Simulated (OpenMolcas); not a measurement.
**What dynamic correlation does to the levels of Ba**

- Program: OpenMolcas
- Basis: ANO-RCC [12s10p8d4f2g]
- Scalar Hamiltonian: DKH2, point nucleus
- Active space: 2 electrons in 8 orbitals (6s 6p 7s 7p)
- State averaging: 2S+1 = 3 even, 1 root; 2S+1 = 1 even, 7 roots; 2S+1 = 3 odd, 3 roots; 2S+1 = 1 odd, 3 roots
- Spin-orbit coupling: RASSI with atomic mean-field integrals over the reference wave functions, term energies averaged over their components

Methods on the same reference wave functions:
A. CASSCF
B. SS-CASPT2, IPEA 0.25 Eh, imaginary shift 0.1 Eh (closed shells correlated: 5s 5p)
C. MS-CASPT2, IPEA 0.25 Eh, imaginary shift 0.1 Eh (closed shells correlated: 5s 5p)

Energies in eV above 6s² ¹S₀, the measured ground level; measured values from NIST Handbook of Basic Atomic Spectroscopic Data.

```
     Level       A       B       C  Measured
   6s² ¹S₀  0.0000  0.0000  0.0000    0.0000
6s 6p ³P°₀  1.3553   1.494   1.507    1.5208
6s 6p ³P°₁  1.3896   1.528   1.541    1.5667
6s 6p ³P°₂  1.4591   1.598   1.611    1.6756
6s 6p ¹P°₁  2.7799   2.564   2.573    2.2392
```

Deviations, from unrounded energies. A percentage is the sum of absolute deviations over the sum of measured energies, with the sign that they share, or ± where signs differ.

| Against measurement | Levels | A | B | C |
| --- | --- | --- | --- | --- |
| mean absolute deviation (cm-1) | 4 | 2200 | 940 | 880 |
| other configurations (%) | 4 | ±15.7 | ±6.7 | ±6.3 |

C lies closest to measurement on these levels and A furthest from it. The largest miss of C in the table is 6s 6p ¹P°₁, by +2700 cm-1. The ranking rests on the paired levels alone, and a cruder setting can come out closer through cancelling errors.

Between B and C the level of the table that moves most is 6s 6p ³P°₂, by 100 cm-1 (lowest in B, highest in C). Moves below CASPT2's spread within the term are not significant.

The lowest spin-free term lies below A's lowest term by 0.201 hartree in B, 0.201 hartree in C.

Term energies are means over components that CASPT2 splits; among the terms shown or strongly mixed into the levels shown the widest spread is 44 cm-1 (6s 6p ¹P°, C). Over all roots computed the reference weight is 0.88 to 0.94 in B, 0.88 to 0.94 in C; the roots of lowest weight are the least certain, and an intruder state may touch them. The run also gave levels led by 6s 7s, which use shells meant for correlation; these and all levels above them are left out. Computed and measured levels are paired by configuration, term and J; levels that our copy of the source lacks, or whose pairing is in doubt (as where it misses far off the trend of its configuration), stay unpaired and out of the deviations. Only configurations of the active space appear. Levels that lie high or do not pair safely by name in every column are left out.

° marks odd parity.
